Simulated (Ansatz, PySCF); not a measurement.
Dimer: CH4 (SMILES C) (first 5 atoms) with N2 (SMILES N#N); geometry from B3LYP-D3(BJ)/def2-TZVP.
(charge 0, multiplicity 1):
```xyz
7

C      0.0247    -0.0491    -0.0808
H      0.9642     0.3952     0.2449
H     -0.0788    -1.0406     0.3579
H     -0.8043     0.5791     0.2420
H      0.0184    -0.1295    -1.1668
N      0.0701    -0.4064     3.5192
N     -0.1943     0.6512     3.4837
```

Basis-set superposition error: the interaction energy with monomers in their own basis, and in the dimer's basis (counterpoise).

Programs: Ansatz (a quantum-chemistry and plane-wave program) with Gaussian orbitals; PySCF for 6-31G* rows, M06-2X. Values without a source in brackets are computed.

```json
[
 {"level": "HF/6-31G*", "uncorrected (kJ/mol)": "0.4", "counterpoise (kJ/mol)": "1.6", "difference": "1.1"},
 {"level": "HF/aug-cc-pVDZ", "uncorrected (kJ/mol)": "1.0", "counterpoise (kJ/mol)": "1.6", "difference": "0.7"},
 {"level": "HF/aug-cc-pVTZ", "uncorrected (kJ/mol)": "1.3", "counterpoise (kJ/mol)": "1.6", "difference": "0.3"},
 {"level": "r2SCAN/def2-TZVPPD", "uncorrected (kJ/mol)": "-1.1", "counterpoise (kJ/mol)": "-1.0", "difference": "0.1"},
 {"level": "M06-2X/def2-TZVPPD", "uncorrected (kJ/mol)": "-1.4", "counterpoise (kJ/mol)": "-1.3", "difference": "0.1"},
 {"level": "wB97X-V/def2-TZVPPD", "uncorrected (kJ/mol)": "-2.1", "counterpoise (kJ/mol)": "-2.0", "difference": "0.1"},
 {"level": "wB97M-V/def2-TZVPPD", "uncorrected (kJ/mol)": "-1.8", "counterpoise (kJ/mol)": "-1.6", "difference": "0.2"},
 {"level": "B2PLYP/def2-TZVPPD", "uncorrected (kJ/mol)": "-0.2", "counterpoise (kJ/mol)": "0.1", "difference": "0.3"},
 {"level": "MP2/aug-cc-pVDZ", "uncorrected (kJ/mol)": "-3.6", "counterpoise (kJ/mol)": "-1.7", "difference": "2.0"},
 {"level": "SCS-MP2/aug-cc-pVTZ", "uncorrected (kJ/mol)": "-2.3", "counterpoise (kJ/mol)": "-1.2", "difference": "1.0"}
]
```

The error is largest for MP2/aug-cc-pVDZ (2.0 kJ/mol) and smallest for r2SCAN/def2-TZVPPD (0.1 kJ/mol).
